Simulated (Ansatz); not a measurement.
One change: `CB([SiH3])BCl` becomes `CBB(C)[SiH3]`.

Ansatz, PBE0-D4/def2-TZVP geometries, multiplicity 1. Each molecule was computed in one conformer, which needn't be the lowest.

| property | `CB([SiH3])BCl` |
| --- | --- |
| HOMO energy (PBE/def2-TZVPP) / eV | -6.20 |
| size of the dipole moment (B3LYP/def2-TZVPP) / D | 1.58 |
| HOMO–LUMO gap (PBE/def2-TZVPP) / eV | 3.27 |
| size of the dipole moment (PBE/def2-TZVPP) / D | 1.56 |
| HOMO–LUMO gap (ωB97M-V/def2-TZVPP) / eV | 9.56 |
| HOMO–LUMO gap (PBE0/def2-TZVPP) / eV | 5.44 |

(1) What does the change do to each property? (Estimate.)

Results:

(1) Ansatz gave: 
| property | `CBB(C)[SiH3]` | shift |
| --- | --- | --- |
| HOMO energy (PBE/def2-TZVPP) / eV | -5.89 | 0.31 |
| size of the dipole moment (B3LYP/def2-TZVPP) / D | 1.23 | -0.35 |
| HOMO–LUMO gap (PBE/def2-TZVPP) / eV | 3.42 | 0.15 |
| size of the dipole moment (PBE/def2-TZVPP) / D | 1.24 | -0.32 |
| HOMO–LUMO gap (ωB97M-V/def2-TZVPP) / eV | 9.60 | 0.04 |
| HOMO–LUMO gap (PBE0/def2-TZVPP) / eV | 5.53 | 0.09 |

With PBE0 the HOMO rises by 0.36 eV and the LUMO rises by 0.44 eV, so the gap widens by about 0.08 eV. PBE moves the HOMO by 0.31 eV and ωB97M-V by 0.35 eV. Dipoles are sizes alone; their direction can turn.

B3LYP here is the variant with VWN-RPA as its local correlation; programs differ in this.
